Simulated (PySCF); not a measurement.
**NMR data sheet: 1-methylallyl acetate**

| Item | Value |
| --- | --- |
| Formula | C6H10O2 |
| SMILES | C=C[C@@H](C)OC(C)=O |
| InChI | InChI=1S/C6H10O2/c1-4-5(2)8-6(3)7/h4-5H,1H2,2-3H3/t5-/m1/s1 |
| Point group of the computed structure | C1 |
| Degrees of unsaturation | 2 |
| Carbon signals | 6 |
| Proton signals | 6 |

Structure with atom numbers: `[CH2:1]=[CH:2][C@@H:3]([CH3:4])[O:5][C:6]([CH3:7])=[O:8]` (H(Xn): hydrogen on atom n). Ha(C1) is cis to C3; Hb(C1) is trans to C3.

- σ from GIAO-PBE0/pcSseg-1
- GFN2-xTB geometry
- run in PySCF 2.14
- isolated molecule, fast rotation and ring inversion assumed for equivalent nuclei, a single conformation, non-relativistic Hamiltonian

References, each an isolated molecule treated in the same way: TMS for $^{1}$H, $^{13}$C; $^{17}$O vs H2O.

| carbon | δC, type | δH (multiplicity) | HMBC from (2–3 bonds) | span of the C tensor (ppm) |
| --- | --- | --- | --- | --- |
| C1 | 122.8, CH2 | Hb(C1) 5.40 (m); Ha(C1) 5.52 (m) | H(C2), H(C3) | 209 |
| C2 | 147.9, CH | 6.29 (m) | Ha(C1), H(C3), Hb(C1), H(C4) | 231 |
| C3 | 76.6, CH | 5.41 (m) | H(C2), Ha(C1), Hb(C1), H(C4) | 58 |
| C4 | 23.8, CH3 | 1.30 (d) | H(C2), H(C3) | 45 |
| C6 | 175.2, C | – | H(C3), H(C7) | 164 |
| C7 | 24.0, CH3 | 2.08 (s) | – | 54 |

Other nuclei:
```csv
atoms,nucleus,environment,δ (ppm),σ (ppm)
O8,$^{17}$O,ester carbonyl oxygen,444.6,-108.5
O5,$^{17}$O,ester alkoxy oxygen,234.5,101.5
```

1. Carbon types of the structure: 1 × C, 2 × CH, 1 × CH2, 2 × CH3, which accounts for all hydrogens.
2. δC 175.2: ester carbonyl carbon; lone-pair donation from the attached heteroatom keeps it upfield of a ketone carbonyl.
3. δC 147.9: alkene CH; the olefinic region.
4. δC 122.8: terminal =CH2 carbon; an sp2 carbon of a C=C bond.
5. δC 76.6: allylic sp3 CH bonded to O; the inductive effect lowers its shielding.
6. δC 23.8: methyl carbon; saturated and bonded to C and H only.

Shifts are as computed. Against solution values, carbons near 30 ppm lie about +3 ppm off and those near 130 ppm about +5 ppm. Of 1211 compounds with measured shifts, 218 miss one by over three times the rms of a fit or turn the order of signals round; such compounds aren't used in these exercises. Unscaled 17O shifts of doubly bonded oxygen tend to come out too high, by tens of ppm or more. Experimental scales use liquid or dissolved standards, which lie at an offset from isolated H2O (liquid H2O: subtract about 36 ppm). Multiplicities follow the n + 1 count of equivalent neighbours, as no J values were calculated; m marks all less simple cases, F and P coupling included.
